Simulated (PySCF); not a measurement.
This PySCF input asks for the NMR shieldings of `F[B-](F)(F)F`, [BF4]-; the geometry comes from PBE0-D3(BJ)/def2-SVP.

```python
import basis_set_exchange as bse
import numpy as np
from pyscf import gto, dft
from pyscf.prop import nmr

atoms = """
B     0.000017   -0.000050   -0.000012
F     0.016346   -0.019653    1.403289
F     1.317483    0.009176   -0.481926
F    -0.669084    1.150988   -0.444590
F    -0.664762   -1.140461   -0.476771
"""
names = dict.fromkeys(["B", "F"], "pcSseg-1")
basis = {el: gto.basis.parse(bse.get_basis(n, elements=[el], fmt="nwchem")) for el, n in names.items()}
mol = gto.M(atom=atoms, basis=basis, charge=-1, verbose=0)
mf = dft.RKS(mol, xc="HYB_GGA_XC_WB97X_D")
mf.grids.level = 2
mf.grids.alignment = dft.numint.BLKSIZE   # the property module wants whole blocks of grid points
mf.conv_tol = 1e-9
mf.kernel()

calc = nmr.RKS(mf)   # GIAO
C = mf.mo_coeff
Co = C[:, mf.mo_occ > 0]
resp = mf.gen_response(singlet=True, hermi=2)
def vind(x):   # induced exchange potential for any number of trial vectors
    d = np.einsum("pi,xij,qj->xpq", C, 2 * x.reshape(-1, C.shape[1], Co.shape[1]), Co, optimize=True)
    return np.einsum("xpq,pi,qj->xij", resp(d - d.transpose(0, 2, 1)), C, Co, optimize=True).ravel()
mo1, _ = nmr.rhf.solve_mo1(calc, with_cphf=vind)
sigma = calc.kernel(mo1)
for i, s in enumerate(sigma):   # ppm
    w = np.linalg.eigvalsh((s + s.T) / 2)
    print("%2d %-2s iso %8.1f  s11 %8.1f  s22 %8.1f  s33 %8.1f" % (i, mol.atom_pure_symbol(i), w.mean(), *w))
```

Task: What are the results?

Result: 
```
 0 B  iso    104.3  s11    104.3  s22    104.3  s33    104.3
 1 F  iso    349.5  s11    318.3  s22    318.4  s33    411.9
 2 F  iso    349.5  s11    318.4  s22    318.4  s33    411.7
 3 F  iso    349.6  s11    318.3  s22    318.4  s33    411.9
 4 F  iso    349.6  s11    318.4  s22    318.4  s33    411.9
```

These numbers come from an equivalent density-fitted implementation of the same equations, which agrees with the script to about 0.01 ppm for H and up to a few tenths of a ppm for heavy atoms, so last digits may differ.

Task: Turn these shieldings into chemical shifts. Scale: ¹¹B (σref 101.61) against BF3·OEt2; ¹⁹F (σref 187.16) against CFCl3 (reference shieldings calculated alike).

Result: Averaging equivalent atoms: B 0: -2.7; F 1/2/3/4: -162.4 ppm. Unscaled 19F shifts against computed CFCl3 carry errors that often reach 10 to 50 ppm.

Size and cost of the density-fitted run: 85 basis functions, 3.1 s wall time on 1 thread of an Arm Neoverse V2, shared host.
